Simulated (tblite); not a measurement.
`C[C@@H]1O[C@H]1OC(F)F`. Computed geometry: GFN2-xTB, gas phase.

```
atom  x, y, z in Å
C1     2.3233    0.6020    0.3564
C2     0.9975    0.0927    0.8505
O3     0.4525   -1.0563    0.2399
C4    -0.2054    0.1400    0.0185
O5    -1.4402    0.3036    0.6465
C6    -2.3942   -0.5719    0.2347
F7    -3.4139   -0.5191    1.0949
F8    -2.8983   -0.2127   -0.9747
H9     2.3953    0.4878   -0.7218
H10    3.1303    0.0412    0.8217
H11    2.4291    1.6524    0.6154
H12    0.8382    0.1315    1.9243
H13   -0.1764    0.5233   -0.9994
H14   -2.0384   -1.6151    0.1509
```

What is the longest distance between nuclei?

F7···H10, 6.57 Å; the next longest distance is 6.30 Å.

Where is the centre of mass (commonest isotopes), and what is the radius of gyration?

Mass 124.034 u; centre at (-0.971, -0.174, 0.289) Å; Rg = √(Σ m r²/M) = 2.133 Å. As Ia + Ib + Ic = 2 Σ m r², the three principal moments sum to 1128.9 u·Å².

How far apart are these pairs, which share no bond: C1···H13, C1···H14, C2···F7, O3···H10, H9···H14?

C1···H13 2.845 Å (3 bonds apart); C1···H14 4.897 Å (5 bonds apart); C2···F7 4.460 Å (4 bonds apart); O3···H10 2.952 Å (3 bonds apart); H9···H14 4.984 Å (6 bonds apart).

What are the angles H10–C1–H11, C2–C1–H9, O5–C4–H13, C2–C4–O3, O3–C4–H13, F8–C6–H14?

From the scalar product of the two bond vectors; for H10–C1–H11 it is -0.3832 Å² over 1.0873 × 1.0870 Å², cos θ = -0.3242. H10–C1–H11 108.9°; C2–C1–H9 110.4°; O5–C4–H13 113.8°; C2–C4–O3 59.3°; O3–C4–H13 116.2°; F8–C6–H14 107.5°.

Give the dihedral angles H10–C1–C2–H12, O3–C4–O5–C6, H12–C2–C4–O3.

H10–C1–C2–H12 58° (synclinal); O3–C4–O5–C6 -64° (synclinal); H12–C2–C4–O3 -102° (anticlinal). Dihedral signs follow IUPAC: positive where, seen along the central bond, the front bond turns clockwise onto the rear one.

Write the matrix of distances between heavy atoms (Å, lower triangle).

```
C1    0.000
C2    1.504  0.000
O3    2.503  1.411  0.000
C4    2.593  1.463  1.383  0.000
O5    3.786  2.455  2.366  1.395  0.000
C6    4.863  3.511  2.888  2.312  1.359  0.000
F7    5.892  4.460  3.996  3.448  2.185  1.335  0.000
F8    5.450  4.313  3.663  2.892  2.241  1.359  2.155  0.000
```

Its GFN2-xTB frequencies are all real (lowest 43 cm⁻¹). The numbers are those of one conformer.

On one thread, Arm Neoverse N1 (aarch64), shared host with 64 logical CPUs at a one-minute load of 56, this took 1.3 s. This is the geometry optimisation.
